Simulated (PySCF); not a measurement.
Gas-phase reaction: 2 WO2Cl2 + 2 HOCl → W2O6 + 2 H + 3 Cl2

Computed with PySCF (xtb for GFN2) and rigid-rotor harmonic-oscillator thermochemistry at 1 bar. † marks an energy on the PBE0/def2-TZVP geometry and frequencies; other levels use their own. Open shells (unrestricted): H (multiplicity 2); the rest are closed-shell singlets. GFN2 has no spin-polarisation term. B3LYP is the form with VWN-RPA correlation. W: scalar-relativistic def2 core potential, no spin-orbit coupling. W2O6: computed as isolated molecules; such fragments, hydroxides, amides, oligomers or adducts are transient or little studied in the gas. The harmonic model lacks anharmonicity and excited electronic states, which grow with temperature; levels with a mode under 35 cm⁻¹ are left out. Soft modes under 120 cm⁻¹ make the harmonic entropy rough for WO2Cl2, W2O6.

```tsv
level	ΔE electronic, kJ	ΔH°(298 K), kJ	ΔS°(298 K), J/K	ΔG°(800 K), kJ
B3LYP/def2-TZVP†	752	706	134	591
BLYP/def2-TZVP†	733	687	134	572
GFN2-xTB	911	864	159	726
PBE0/def2-QZVP†	743	697	134	582
PBE0/def2-TZVP	747	701	134	586
LDA/def2-TZVP†	784	738	134	622
```
ΔH° is lowest at BLYP/def2-TZVP† and highest at GFN2-xTB. No reference value is set beside these.
